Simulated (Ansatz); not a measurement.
Isolated molecules relaxed with PBE0-D4/def2-TZVP in Ansatz; ΔE leaves out vibrations. CCSD(T)/CBS is the MP2 limit (def2-TZVPP, def2-QZVPP) plus CCSD(T) − MP2 in def2-TZVPP, frozen cores. This one scheme is used for every species. Functionals use def2-TZVPP. For Ge outer-core shells are correlated without core-valence functions, which leaves a few kJ/mol of doubt a bond. Scalar relativity is left out up to krypton. One conformer a species, not always the lowest.

Consider the ligand exchange at a Ge–O bond: `C[O][Ge][O]C` + HCl → `C[O][Ge][Cl]` + CH₃OH.

| level | ΔE (kJ/mol) |
| --- | --- |
| BHLYP-D4 | -45.9 |
| PBE-QIDH | -42.8 |
| revPBE | -50.3 |
| LC-ωPBE | -39.3 |
| MP2/def2-TZVPP | -34.3 |
| CCSD/def2-TZVPP | -35.1 |
| CCSD(T)/def2-TZVPP | -33.7 |
| MP2/def2-QZVPP | -37.6 |

Q: What does CCSD(T)/CBS give? (An estimate is asked.)

A: Ansatz gave: -39.6 kJ/mol. The listed levels differ from it by -6.3, -3.2, -10.7, 0.3, 5.3, 4.5, 5.9, 2.0 kJ/mol.

Q: What do rigid-rotor, harmonic-oscillator terms from PBE0-D4/def2-TZVP frequencies (298.15 K, 1 bar) make of the CCSD(T)/CBS value? (Best estimate.)

A: The calculation gave: ΔZPE = +10.6 kJ/mol, ΔH = -31.3 kJ/mol, ΔS = 15 J/(mol·K), ΔG = -35.6 kJ/mol. Modes under 50 cm⁻¹ make the entropy rough.

Largest T1 diagnostic among the species: 0.015.

From r2SCAN to r2SCAN0 (25 % exact exchange), in def2-TZVPP and without D4, ΔE moves by −3.3 kJ/mol. In def2-TZVPP, CCSD(T) changes the Hartree–Fock value by +15.6 kJ/mol (the triples alone add +1.5 kJ/mol) and MP2 by +14.9 kJ/mol. Leaving LDA and LC-ωPBE aside and taking each functional with its dispersion term where it has one, the values, not all of them listed here, spread over 9.7 kJ/mol, from HSE06-D4 to CAM-B3LYP-D4. LDA lies +8.7 kJ/mol from PBE without D4.
